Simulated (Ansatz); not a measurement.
System: H2BO3, charge 0, doublet. H2BO3 (SMILES [O]B(O)O, doublet).
B3LYP-D3(BJ)/def2-TZVP minimum from Ansatz (an electronic-structure program):
```xyz
6

O     -1.2087    -0.7639    -0.0299
B     -0.0439    -0.0278    -0.0011
O     -0.1955     1.3229     0.1421
O      1.1156    -0.7414    -0.1194
H      0.6099     1.8240     0.2939
H      1.9185    -0.2260    -0.2314
```
Charge 0, spin multiplicity 2.

Total energies in cc-pVDZ, 23 correlated electrons, 4 frozen orbitals. Open shells are spin-unrestricted; no spin-orbit coupling. Correlated methods leave the cores frozen. No relativity.

| method | program | energy (Eh) | minus CCSDT(Q) (mEh) |
|---|---|---|---|
| HF | Ansatz | -250.56779 | 626.71 |
| MP2 | Ansatz | -251.15457 | 39.93 |
| CCSD | Ansatz | -251.17920 | 15.30 |
| CCSD(T) | Ansatz | -251.19231 | 2.19 |
| CCSDT(Q) | Ansatz | -251.19450 | 0.00 |

Rough core times of Ansatz's runs on a shared machine: CCSD(T) 20 s, CCSDT(Q) 10 min.
